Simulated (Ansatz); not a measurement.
CH8FNO2Si2 can be A, `CN([SiH2]F)[SiH](O)O`, or B, `C[Si@H](O)N[Si@@H](O)F`.

Computed with Ansatz on PBE0-D4/def2-TZVP structures; ΔE is electronic, products minus reactants. CCSD(T)/CBS adds triple-zeta CCSD(T) − MP2 to the extrapolated MP2 energy (def2 sets, frozen cores). DFT in def2-TZVPP. Each species was taken in one conformer, which may not be the lowest.

(1) Which is lower in electronic energy at CCSD(T)/CBS, and by how much? (Best estimate.)

(2) Give E(B) − E(A) in kcal/mol with CCSD/def2-TZVPP, B2PLYP, CCSD(T)/def2-TZVPP, MP2/def2-TZVPP, r2SCAN-D4, ωB97M-V, PBE0-D4. (Estimate.)

Largest T1 diagnostic: 0.012.

Results:

(1) Ansatz gave: B, by 24.0 kcal/mol.

(2) Ansatz gave: CCSD/def2-TZVPP -23.6, B2PLYP -23.9, CCSD(T)/def2-TZVPP -23.4, MP2/def2-TZVPP -24.1, r2SCAN-D4 -24.9, ωB97M-V -24.2, PBE0-D4 -23.9. None reverses the order clearly.
